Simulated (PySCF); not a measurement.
B(Cl)(GeH3)2 (BClGe2H6), SMILES Cl[B]([GeH3])[GeH3].

Geometry: PBE-D3(BJ)/def2-SVP. The structure was generated by enumeration, and PubChem lists no compound with its InChIKey, so it may never have been made.

All values below come from PBE-D3(BJ)/def2-SVP in PySCF 2.14.0.

Frequencies are harmonic and unscaled.

Computed vibrational spectrum:
```json
[
 {"mode": "1", "ν (cm⁻¹)": "13", "IR (km/mol)": "0.0", "moving atoms (share of kinetic energy)": "H 94 %"},
 {"mode": "2", "ν (cm⁻¹)": "52", "IR (km/mol)": "0.1", "moving atoms (share of kinetic energy)": "H 90 %"},
 {"mode": "3", "ν (cm⁻¹)": "94", "IR (km/mol)": "0.3", "moving atoms (share of kinetic energy)": "Ge 56 %, H 22 %, Cl 17 %"},
 {"mode": "4", "ν (cm⁻¹)": "143", "IR (km/mol)": "2.1", "moving atoms (share of kinetic energy)": "Cl 56 %, Ge 35 %"},
 {"mode": "5", "ν (cm⁻¹)": "215", "IR (km/mol)": "6.2", "moving atoms (share of kinetic energy)": "B 48 %, H 47 %"},
 {"mode": "6", "ν (cm⁻¹)": "262", "IR (km/mol)": "0.2", "moving atoms (share of kinetic energy)": "Ge 50 %, Cl 38 %"},
 {"mode": "7", "ν (cm⁻¹)": "384", "IR (km/mol)": "1.1", "moving atoms (share of kinetic energy)": "H 94 %"},
 {"mode": "8", "ν (cm⁻¹)": "434", "IR (km/mol)": "3.5", "moving atoms (share of kinetic energy)": "H 87 %, Ge 8 %"},
 {"mode": "9", "ν (cm⁻¹)": "494", "IR (km/mol)": "39.7", "moving atoms (share of kinetic energy)": "H 84 %, Cl 9 %"},
 {"mode": "10", "ν (cm⁻¹)": "544", "IR (km/mol)": "34.0", "moving atoms (share of kinetic energy)": "H 50 %, B 44 %"},
 {"mode": "11", "ν (cm⁻¹)": "753", "IR (km/mol)": "5.8", "moving atoms (share of kinetic energy)": "B 85 %, H 8 %"},
 {"mode": "12", "ν (cm⁻¹)": "759", "IR (km/mol)": "245.2", "moving atoms (share of kinetic energy)": "H 97 %"},
 {"mode": "13", "ν (cm⁻¹)": "782", "IR (km/mol)": "54.3", "moving atoms (share of kinetic energy)": "H 97 %"},
 {"mode": "14", "ν (cm⁻¹)": "839", "IR (km/mol)": "3.5", "moving atoms (share of kinetic energy)": "H 88 %, B 9 %"},
 {"mode": "15", "ν (cm⁻¹)": "847", "IR (km/mol)": "17.2", "moving atoms (share of kinetic energy)": "H 96 %"},
 {"mode": "16", "ν (cm⁻¹)": "849", "IR (km/mol)": "4.9", "moving atoms (share of kinetic energy)": "H 99 %"},
 {"mode": "17", "ν (cm⁻¹)": "857", "IR (km/mol)": "41.6", "moving atoms (share of kinetic energy)": "H 98 %"},
 {"mode": "18", "ν (cm⁻¹)": "909", "IR (km/mol)": "110.2", "moving atoms (share of kinetic energy)": "B 73 %, H 14 %, Cl 12 %"},
 {"mode": "19", "ν (cm⁻¹)": "2048", "IR (km/mol)": "107.3", "moving atoms (share of kinetic energy)": "H 99 %"},
 {"mode": "20", "ν (cm⁻¹)": "2050", "IR (km/mol)": "7.7", "moving atoms (share of kinetic energy)": "H 99 %"},
 {"mode": "21", "ν (cm⁻¹)": "2069", "IR (km/mol)": "129.3", "moving atoms (share of kinetic energy)": "H 99 %"},
 {"mode": "22", "ν (cm⁻¹)": "2070", "IR (km/mol)": "52.9", "moving atoms (share of kinetic energy)": "H 99 %"},
 {"mode": "23", "ν (cm⁻¹)": "2079", "IR (km/mol)": "96.2", "moving atoms (share of kinetic energy)": "H 98 %"},
 {"mode": "24", "ν (cm⁻¹)": "2082", "IR (km/mol)": "129.4", "moving atoms (share of kinetic energy)": "H 98 %"}
]
```
